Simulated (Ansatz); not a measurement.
Gas-phase electronic energies from Ansatz, PBE0-D4/def2-TZVP geometries. CBS: MP2 limit from def2 TZ/QZ plus the TZ coupled-cluster correction, frozen cores. This one scheme is used for every species. Functionals use def2-TZVPP. One conformer a species, not always the lowest.

Consider the substitution at a C–C bond: `CN(C)c1ccc(C#N)cc1` + `CNC` → `CN(C)c1ccc(N(C)C)cc1` + `C#N`.

`CN(C)c1ccc(C#N)cc1`:

Cartesian coordinates in Å:
```
C 0.254 -1.949 1.729
N 0.829 -0.797 1.084
C 2.161 -0.375 1.428
C 0.114 -0.110 0.150
C 0.656 1.017 -0.499
C -0.070 1.708 -1.443
C -1.364 1.312 -1.783
C -2.110 2.029 -2.758
N -2.715 2.611 -3.549
C -1.911 0.198 -1.146
C -1.193 -0.500 -0.202
H -0.001 -2.734 1.008
H -0.654 -1.694 2.288
H 0.975 -2.361 2.432
H 2.175 0.645 1.829
H 2.561 -1.039 2.191
H 2.836 -0.409 0.565
H 1.655 1.354 -0.264
H 0.367 2.571 -1.929
H -2.914 -0.121 -1.400
H -1.651 -1.358 0.270
```

`CNC`:

```xyz
10

C    -1.065   -0.227    0.524
N     0.276    0.307    0.578
C     1.043    0.013   -0.611
H    -1.620    0.069    1.416
H    -1.022   -1.320    0.510
H    -1.640    0.091   -0.363
H     0.242    1.307    0.726
H     1.199   -1.067   -0.685
H     2.026    0.484   -0.547
H     0.561    0.342   -1.548
```

`CN(C)c1ccc(N(C)C)cc1`:

Cartesian coordinates in Å:
```
C -2.964 2.247 0.096
N -2.288 1.330 0.975
C -3.107 0.649 1.941
C -1.170 0.664 0.484
C -0.498 1.096 -0.663
C 0.641 0.461 -1.125
C 1.171 -0.663 -0.484
N 2.288 -1.329 -0.975
C 3.109 -0.647 -1.939
C 2.961 -2.250 -0.098
C 0.498 -1.095 0.663
C -0.641 -0.461 1.125
H -2.303 3.067 -0.197
H -3.339 1.770 -0.823
H -3.810 2.687 0.624
H -3.933 1.299 2.229
H -2.538 0.427 2.848
H -3.526 -0.298 1.564
H -0.855 1.954 -1.216
H 1.114 0.858 -2.013
H 3.935 -1.297 -2.226
H 3.528 0.299 -1.560
H 2.542 -0.423 -2.846
H 2.299 -3.070 0.191
H 3.808 -2.689 -0.626
H 3.336 -1.776 0.824
H 0.856 -1.954 1.216
H -1.113 -0.858 2.013
```

`C#N`:

```xyz
3

C    -0.007   -0.025    0.002
N     0.292    1.080   -0.055
H    -0.285   -1.055    0.054
```

```tsv
level	ΔE (kJ/mol)	difference from CCSD(T)/CBS
LDA (SPW92)	48.1	-2.8
revPBE-D4	53.5	2.6
B97M-V	64.6	13.7
BHLYP-D4	61.8	10.9
PBE-QIDH	58.7	7.8
PBE	68.0	17.1
revPBE	77.0	26.1
PBE0	67.9	17.0
r2SCAN0	65.0	14.1
LC-ωPBE	62.8	11.9
HF/def2-SVP	75.2	24.3
MP2/def2-TZVPP	46.4	-4.5
SCS-MP2/def2-TZVPP	51.9	1.0
CCSD/def2-TZVPP	54.0	3.1
SCS-MP2/def2-QZVPP	52.5	1.6
MP2/CBS(def2)	47.2	-3.7
CCSD(T)/CBS	50.9	0
```

Largest T1 diagnostic among the species: 0.014.

In def2-TZVPP, CCSD(T) changes the Hartree–Fock value by −31.2 kJ/mol (the triples alone add −3.8 kJ/mol) and MP2 by −35.0 kJ/mol. At CCSD(T), def2-SVP lies −5.5 kJ/mol from the extrapolated value and def2-TZVPP −0.8 kJ/mol.
